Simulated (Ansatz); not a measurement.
C3H6BClO, SMILES `CC1(Cl)CBO1`, relaxed with RKS PBE-D4/def2-SVP in Ansatz 0.2.0 from a rough embedded geometry. The force threshold is 0.03 eV/Å; the program also tests the step.

Total charge 0; spin multiplicity 1.

Start:

```xyz
12

C     1.537   -0.338   -0.353
C     0.094   -0.469    0.181
Cl   -0.373   -2.169    0.287
C    -0.959    0.351   -0.397
B    -1.149    1.077    0.971
O    -0.054    0.178    1.409
H     2.225   -0.872    0.252
H     1.776    0.769   -0.364
H     1.506   -0.729   -1.441
H    -1.854   -0.208   -0.807
H    -0.558    1.076   -1.235
H    -2.193    1.333    1.497
```

Problem. How much energy does the relaxation release, and in how many steps? (Estimate.)

Solution. Ansatz gave: 32.20 kcal/mol, in 9 steps.

Problem. Which bonds change most? (Best estimate.)

Solution. The calculation gave: B5–O6 from 1.484 to 1.380 Å; C2–C4 from 1.453 to 1.548 Å; C4–H11 from 1.178 to 1.107 Å; C2–O6 from 1.396 to 1.463 Å.

Problem. Give the relaxed structure. (Best estimate.)

Solution. The calculation gave: 
```xyz
12

C     1.488   -0.273   -0.309
C     0.057   -0.506    0.123
Cl   -0.282   -2.291    0.134
C    -1.065    0.339   -0.528
B    -1.154    0.876    0.961
O    -0.182    0.033    1.461
H     2.182   -0.770    0.395
H     1.704    0.814   -0.317
H     1.650   -0.682   -1.324
H    -1.924   -0.262   -0.880
H    -0.733    1.016   -1.339
H    -1.741    1.705    1.623
```
